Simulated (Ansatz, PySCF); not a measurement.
S4, SMILES [S](=S)[S]=S (connectivity only; charge and spin as stated), neutral, multiplicity 1. Atoms are numbered in the order given.

```xyz
4

S      0.0000    -1.0448    -0.9226
S      0.0000     1.0448    -0.9226
S      0.0000     1.5141     0.9226
S      0.0000    -1.5141     0.9226
```

Geometry optimised at ωB97X-D3(BJ)/def2-SVP. One conformer was computed; it need not be the lowest.

Two levels are set side by side: PBE-D3(BJ)/def2-SVP (Ansatz, a quantum-chemistry and plane-wave program) and ωB97X-D3(BJ)/def2-SVP (PySCF). Each level has its own optimised geometry; the coordinates shown are those of the second. Differences are taken from unrounded values.

| quantity | ωB97X-D3(BJ) | PBE-D3(BJ) | PBE-D3(BJ) minus ωB97X-D3(BJ) |
|---|---|---|---|
| mean bond length (Å) | 1.966 | 2.155 | 0.189 |
| bond S1–S2 (Å) | 2.090 | 2.617 | 0.527 |
| bond S1–S4 (Å) | 1.904 | 1.925 | 0.021 |
| bond S2–S3 (Å) | 1.904 | 1.925 | 0.021 |

Exact exchange shortens and stiffens bonds; PBE has none. Differences between two approximate levels are no errors against the true value.
